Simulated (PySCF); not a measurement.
## AsPb: from constants to spectrum

PBE0 constants of AsPb, ²Π (doublet), unpaired electrons π ↑ (PySCF, scalar-relativistic core potentials, basis sets As cc-pVDZ-PP with ECP10, Pb cc-pVDZ-PP with ECP60; masses 74.9216 and 207.9766 u):

| Quantity | Value |
| --- | --- |
| ωe | 244.2 cm⁻¹ |
| ωexe | 0.99 cm⁻¹ |
| Be | 0.048115 cm⁻¹ |
| αe | 0.000170 cm⁻¹ |
| De to As + Pb | 2.28 eV |

(1) What force constant and bond length do these constants imply?

(2) Estimate the centrifugal constant D from the Kratzer relation and find the Dunham coefficient a1.

These are scalar-relativistic numbers at best; spin–orbit coupling would shift them, the dissociation energy most. The state was picked by a PBE0 search and need not be the measured ground state.

Results:

(1) Reduced mass μred = 55.080 u; k = 5.8918×10⁻⁷·μred·ωe² (u, cm⁻¹, mdyn/Å) = 1.94 mdyn/Å; Re = √(16.8576/(μred·Be)) (u, cm⁻¹, Å) = 2.522 Å.

(2) D = 4Be³/ωe² = 7.47e-09 cm⁻¹; a1 = −1 − αeωe/(6Be²) = -3.99.
